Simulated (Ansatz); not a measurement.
Reaction (ligand exchange at the Si–F bond): `F[SiH2]C=S` + HBr → `S=C[SiH2]Br` + H–F

Computed with Ansatz on PBE0-D4/def2-TZVP structures; ΔE is electronic, products minus reactants. CCSD(T)/CBS is the MP2 limit (def2-TZVPP, def2-QZVPP) plus CCSD(T) − MP2 in def2-TZVPP, frozen cores. This one scheme is used for every species. Functionals use def2-TZVPP. HSE06 is defined as in plane-wave codes. For Br outer-core shells are correlated without core-valence functions, which leaves a few kJ/mol of doubt a bond. Scalar relativity is left out up to krypton. One conformer a species, not always the lowest.

CCSD(T)/CBS gives +34.4 kJ/mol.

Q: Another level gave +53.2 kJ/mol. Which?
A. HF/def2-TZVPP
B. LC-ωPBE/def2-TZVPP
C. HSE06-D4/def2-TZVPP
D. MP2/def2-TZVPP

A: A. HF/def2-TZVPP 53.2, MP2/def2-TZVPP 33.5, LC-ωPBE 40.9, HSE06-D4 28.9 kJ/mol.

Q: What do rigid-rotor, harmonic-oscillator terms from PBE0-D4/def2-TZVP frequencies (298.15 K, 1 bar) make of the CCSD(T)/CBS value? (Best estimate.)

A: The calculation gave: ΔZPE = +4.3 kJ/mol, ΔH = +40.1 kJ/mol, ΔS = 4 J/(mol·K), ΔG = +38.9 kJ/mol. Modes under 50 cm⁻¹ make the entropy rough.

Largest T1 diagnostic among the species: 0.015.

Leaving LDA and LC-ωPBE aside and taking each functional with its dispersion term where it has one, the values, not all of them listed here, spread over 21.8 kJ/mol, from revPBE-D4 to CAM-B3LYP-D4. The D4 term adds −6.8 kJ/mol with B3LYP and −3.7 kJ/mol with PBE0; it sums over pairs of atoms, weighted by their polarisabilities, and B3LYP, whose exchange is more repulsive, gets the larger term.

B3LYP here is the variant with VWN-RPA as its local correlation; programs differ in this.
